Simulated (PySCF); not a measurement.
Isomers of C5H5F4O (doublet state), one GFN2-xTB conformer each. Single-point energies are computed at B3LYP/pcH-1 (PySCF, gas phase, no added dispersion term), electronic only. GFN2-xTB treats the open shell by occupation alone, and not every SCF solution was tested for stability.

```csv
SMILES,GFN2-xTB relative energy (kcal/mol)
C=CO[C@H](F)[CH]C(F)(F)F,30.3
F[C@@H]1[CH]OC[C@@H]1C(F)(F)F,0.0
CO/C=C(/[CH]F)C(F)(F)F,7.7
F[C]1COC[C@H]1C(F)(F)F,4.1
[CH2]O/C=C(/CF)C(F)(F)F,20.8
```

Conformers: `[CH2:1]=[CH:2][O:3][C@H:4]([F:5])[CH:6][C:7]([F:8])([F:9])[F:10]` (doublet state) with C1–C2–O3–C4 -163°, C2–O3–C4–F5 -121°, O3–C4–C6–C7 -82°; `[F:1][C@@H:2]1[CH:3][O:4][CH2:5][C@@H:6]1[C:7]([F:8])([F:9])[F:10]` (doublet state) with F1–C2–C3–O4 -99°, C2–C3–O4–C5 -2°, C3–O4–C5–C6 -16°, O4–C5–C6–C7 151°; `[CH3:1][O:2]/[CH:3]=[C:4](/[CH:5][F:6])[C:7]([F:8])([F:9])[F:10]` (doublet state) with C1–O2–C3–C4 -178°, C3–C4–C5–F6 0°; `[F:1][C:2]1[CH2:3][O:4][CH2:5][C@H:6]1[C:7]([F:8])([F:9])[F:10]` (doublet state) with F1–C2–C3–O4 -157°, C2–C3–O4–C5 26°, C3–O4–C5–C6 -32°, O4–C5–C6–C7 -96°; `[CH2:1][O:2]/[CH:3]=[C:4](/[CH2:5][F:6])[C:7]([F:8])([F:9])[F:10]` (doublet state) with H–C1–O2–C3 180° and 0°, C1–O2–C3–C4 -179°, C3–C4–C5–F6 -1°.

Problem. What does B3LYP/pcH-1 give for the same structures?

Solution. 
```tsv
SMILES	B3LYP/pcH-1 E (Eh)	B3LYP/pcH-1 (kcal/mol)	GFN2-xTB (kcal/mol)	point group
F[C@@H]1[CH]OC[C@@H]1C(F)(F)F	-668.11003	0.0	0.0	C1
F[C]1COC[C@H]1C(F)(F)F	-668.09943	6.6	4.1	C1
CO/C=C(/[CH]F)C(F)(F)F	-668.09936	6.7	7.7	near Cs
C=CO[C@H](F)[CH]C(F)(F)F	-668.08127	18.1	30.3	C1
[CH2]O/C=C(/CF)C(F)(F)F	-668.07327	23.1	20.8	C1
```

Both levels put the same isomer lowest; measured from each level's own lowest isomer, the values differ by up to 12.2 kcal/mol (C=CO[C@H](F)[CH]C(F)(F)F: 30.3 against 18.1). Neighbours under 5.0 kcal/mol apart (F[C]1COC[C@H]1C(F)(F)F and CO/C=C(/[CH]F)C(F)(F)F) can change places with a better method, another conformer or zero-point energy.
